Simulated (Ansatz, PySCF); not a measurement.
FOS, SMILES O=[S]F (connectivity only; charge and spin as stated), charge -1, multiplicity 1.

Coordinates come from a PBE0-D3(BJ)/def2-TZVPD optimisation. The spin state was assumed, not searched. The isomer is the one that the SMILES or the coordinates give; other isomers of the formula were not compared.

Estimates of the vertical detachment energy (IE) of the anion in eV. Rows of orbital energies are one-electron estimates, which approximate functionals can put far too low.

| level | IE |
|---|---|
| −ε(HOMO), −ε(LUMO), B3LYP/def2-TZVPD (PySCF) | -0.96 |
| −ε(HOMO), −ε(LUMO), PBE/def2-TZVPD (PySCF) | -2.01 |
| ADC(2)/aug-cc-pVDZ (PySCF) | 0.42 |
| ΔSCF, PBE0/def2-TZVPD (Ansatz), final states of multiplicity 2 | 1.51 |
| ΔSCF, PBE/def2-TZVPD (Ansatz), final states of multiplicity 2 | 1.37 |

What vertical singlet–triplet gap does ΔSCF give with PBE0/def2-TZVPD (Ansatz, a quantum-chemistry and plane-wave program) and with PBE/def2-TZVPD (Ansatz)? (Estimate from the structure and the level; the computed values follow.)

1.47 and 1.35 eV (triplet above singlet where positive).

Beyond the first one, list the lowest photoelectron lines from ADC(2)/aug-cc-pVDZ run with PySCF 2.14.0 with their pole strengths (two spins summed). (Estimate from the structure and the level; the computed values follow.)

3.62 eV (1.68), 4.85 eV (1.67), 5.42 eV (1.70), 7.24 eV (1.67), 7.31 eV (1.67).
